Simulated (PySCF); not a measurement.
# GeBr⁺: one state, many levels of theory

State: ¹Σ⁺ (singlet), closed shell. Set-up: basis Ge def2-TZVPPD, Br def2-TZVPPD; no relativity; PySCF 2.14. De refers to Ge⁺ + Br in their high-spin ground configurations, without counterpoise correction. A positive dipole points towards Br; it is taken about the centre of mass and depends on that origin.

```tsv
Level	Re (Å)	ωe (cm⁻¹)	De (eV)	μ (D)	CPU s a point (SCF and correlation, without the integrals)
RHF	2.203	381	2.80	-3.79	1.4
RHF-MP2	2.192	386	4.36	n/a	2.4
RHF-SCS-MP2	2.198	382	4.17	n/a	n/a
RHF-CCSD	2.198	382	4.02	n/a	n/a
RHF-CCSD(T)	2.205	375	4.22	n/a	94
PBE	2.228	354	4.61	-3.11	3.6
revPBE	2.236	350	4.37	-3.18	2.5
TPSS	2.220	358	4.51	-3.13	4.1
r²SCAN	2.205	370	4.54	-3.04	4.3
PBE0	2.204	372	4.35	-3.26	7.3
r²SCAN0	2.192	380	4.30	-3.20	5.7
HSE06	2.206	371	4.39	-3.24	6.6
MN15	2.188	378	4.19	-3.17	5.9
BHandHLYP	2.202	376	3.93	-3.50	3.8
```

(1) Which functional lies closest to RHF-CCSD(T) in De, which farthest, and by how much do they differ from it?

(2) What does a quarter of exact exchange do here, going from PBE to PBE0?

(3) What does the step from GGA to meta-GGA do here, going from PBE to r²SCAN?

Correlated steps freeze 18 core orbitals. For an ion De counts to the pair picked by the measured ionisation energies or electron affinities, which need not be the lowest pair at this level. Where the molecule has an RHF reference, its open-shell atoms are computed with UHF.

The whole job (state search and all levels along the bond) took about 13 min on 2 threads of Arm Neoverse V1 (shared host), peak memory 3.7 GiB.

## Answers

(1) Closest is MN15 (-1.7 pm in Re, +0.8 % in ωe, -0.03 eV in De against RHF-CCSD(T) in the same basis), farthest PBE (+2.3 pm in Re, -5.6 % in ωe, +0.39 eV in De). CCSD(T) converges more slowly with the basis than the functionals do and binds too weakly in this one, so the order can change at the basis-set limit.

(2) PBE0 less PBE: -2.4 pm in Re, +5.1 % in ωe, -0.26 eV in De. Exact exchange removes part of the self-interaction that spreads semilocal densities, and in most molecules shortens and stiffens the bond and lowers De; so it does here.

(3) r²SCAN less PBE: -2.3 pm in Re, +4.5 % in ωe, -0.07 eV in De.
